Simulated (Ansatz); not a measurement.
Relaxation of CH6B2FN (11 atoms, charge 0, multiplicity 1), to a largest force component of 0.02 eV/Å in at most 50 steps.

Theory: RKS r2SCAN-D4/def2-SVP in Ansatz 0.2.0.

```xyz
11
Properties=species:S:1:pos:R:3:forces:R:3
B -1.621 1.260 0.275 -2.13 3.16 -0.18
B -0.717 -0.044 0.426 2.07 -1.19 -0.16
C 0.704 -0.087 -0.247 1.64 -2.24 1.81
N 1.431 -1.377 0.003 -5.17 -0.36 0.37
F 1.520 0.899 0.311 -0.42 0.32 0.11
H -2.747 1.341 0.745 0.21 0.00 -0.17
H -1.247 2.245 -0.333 -0.06 -0.05 0.05
H -1.092 -0.958 1.013 -0.38 -1.49 0.70
H 0.653 0.112 -1.284 -0.14 0.66 -2.02
H 0.857 -2.102 -0.545 1.35 1.06 1.08
H 2.324 -1.347 -0.344 3.02 0.13 -1.59
```

Task: Where does it end, and by what steps?

Result: It converged. After 37 steps the energy has fallen by 4.062 eV; H10 moved furthest, 2.34 Å. Parted: B1–H6 (1.22 → 1.56 Å), C3–F5 (1.40 → 2.88 Å). Joined: B1–F5 (3.16 → 1.35 Å), B2–H6 (2.48 → 1.28 Å).

| step | energy less start (eV) | largest force component (eV/Å) | accepted |
| --- | --- | --- | --- |
| 0 | 0.0000 | 5.175 | yes |
| 2 | -0.7100 | 0.814 | yes |
| 4 | -0.8473 | 1.273 | yes |
| 6 | -1.1743 | 0.926 | yes |
| 8 | -1.4546 | 0.459 | yes |
| 10 | -1.4902 | 0.378 | yes |
| 12 | -1.5087 | 0.148 | yes |
| 14 | -1.5274 | 0.309 | yes |
| 16 | -1.5480 | 0.524 | yes |
| 18 | -1.5795 | 0.453 | yes |
| 20 | -1.7127 | 1.955 | yes |
| 22 | -2.1617 | 1.346 | yes |
| 24 | -2.6364 | 1.335 | yes |
| 26 | -3.1760 | 1.190 | yes |
| 28 | -3.7464 | 1.123 | yes |
| 30 | -3.9679 | 0.858 | yes |
| 32 | -4.0422 | 0.498 | yes |
| 34 | -4.0419 | 0.364 | no |
| 36 | -4.0607 | 0.167 | no |
| 37 | -4.0617 | 0.018 | yes |

```xyz
11
Properties=species:S:1:pos:R:3
B -0.706 1.316 0.263
B -0.990 -0.235 -0.322
C 0.368 -0.818 -0.597
N 1.418 -0.914 0.216
F 0.444 1.639 0.899
H -1.242 -0.001 0.912
H -1.562 2.174 0.225
H -1.972 -0.433 -0.990
H 0.609 -1.113 -1.630
H 1.342 -0.599 1.178
H 2.357 -1.073 -0.133
```

The run took 40 s on 2 threads of AMD EPYC 9R45 96-Core Processor (Zen 5), with other jobs on the host, peak memory 0.19 GiB.
